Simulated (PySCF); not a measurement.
## Working with the constants of GdB

ROHF-SCS-MP2 constants of GdB, decet, about 7.0 electrons in the 4f shell (Mulliken) (PySCF, spin-free X2C with a Gaussian nucleus, basis sets Gd x2c-TZVPall, B x2c-TZVPall; masses 157.9241 and 11.0093 u):

```
ωe              : 513.5 cm⁻¹
ωexe            : 2.87 cm⁻¹
Be              : 0.29326 cm⁻¹
αe              : 0.00190 cm⁻¹
D (centrifugal) : 3.83e-07 cm⁻¹
```

Problem. Give the vibrational terms G(v) and spacings up to v = 3.

Solution. G(v) = ωe(v+½) − ωexe(v+½)².

```tsv
v	G(v) (cm⁻¹)	G(v) − G(v−1)	Bv (cm⁻¹)
0	256		0.2923
1	764	508	0.2904
2	1266	502	0.2885
3	1762	496	0.2866
```

Correlated steps freeze 19 core orbitals. These are scalar-relativistic numbers at best; spin–orbit coupling would shift them, the dissociation energy most. The state is the lowest single determinant that the PBE0 search found; with open d or f shells the true ground state can be another one.
